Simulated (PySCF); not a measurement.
C5H4F2.
Numbering: `[CH:1]#[C:2]/[C:3]([F:4])=[CH:5]\[CH2:6][F:7]` (hydrogens: H8 on C1; H9 on C5; H10, H11 on C6)

The calculation used PBE0-D3(BJ)/def2-SVP geometry optimisation, gas phase in PySCF.

What internal coordinates does the optimisation give?

```json
{"bond": "C1≡C2", "length (Å)": "1.212"}
{"bond": "C2–C3", "length (Å)": "1.427"}
{"bond": "C3–F4", "length (Å)": "1.334"}
{"bond": "C3=C5", "length (Å)": "1.339"}
{"bond": "C5–C6", "length (Å)": "1.487"}
{"bond": "C6–F7", "length (Å)": "1.374"}
{"bond": "C1–H8", "length (Å)": "1.075"}
{"bond": "C5–H9", "length (Å)": "1.094"}
{"bond": "C6–H10, C6–H11", "length (Å)": "1.104"}
```

Bonds in one row agree within 0.01 Å and their mean is given. A selection of angles:
```json
{"angle": "C2–C1–H8", "degrees": "179.7"}
{"angle": "C1–C2–C3", "degrees": "179.2"}
{"angle": "C2–C3–F4", "degrees": "113.9"}
{"angle": "C2–C3–C5", "degrees": "126.1"}
{"angle": "F4–C3–C5", "degrees": "119.9"}
{"angle": "C3–C5–C6", "degrees": "124.4"}
{"angle": "C3–C5–H9", "degrees": "117.5"}
{"angle": "C6–C5–H9", "degrees": "118.1"}
{"angle": "C5–C6–F7", "degrees": "110.5"}
{"angle": "C5–C6–H10", "degrees": "111.0"}
{"angle": "C5–C6–H11", "degrees": "110.0"}
{"angle": "F7–C6–H10", "degrees": "109.2"}
{"angle": "F7–C6–H11", "degrees": "107.8"}
{"angle": "H10–C6–H11", "degrees": "108.3"}
```

Dihedral angles: C2–C3–C5–C6 1° (synperiplanar); C3–C5–C6–F7 -125° (anticlinal). The mirror-image conformer, all signs reversed, is as good.

The C–C distances run from 1.212 Å (C1≡C2, drawn triple) to 1.487 Å (C5–C6, drawn single), a spread of 0.275 Å. The C–F distances run from 1.334 Å (C3–F4, drawn single) to 1.374 Å (C6–F7, drawn single), a spread of 0.040 Å. Of the pairs four or more bonds apart, C2···H10 is among the closest relative to their van der Waals radii: 2.59 Å, 89 % of the sum of Bondi's values.

Point group: C1 (no symmetry element, even within 0.4 Å). Whether it is a minimum is left open (no frequencies). The numbers are those of one conformer.

The run took 68 s of wall time on one thread, Arm Neoverse V2 (aarch64), no GPU (shared host), and the process peaked at 0.56 GiB of memory. This is the geometry optimisation.
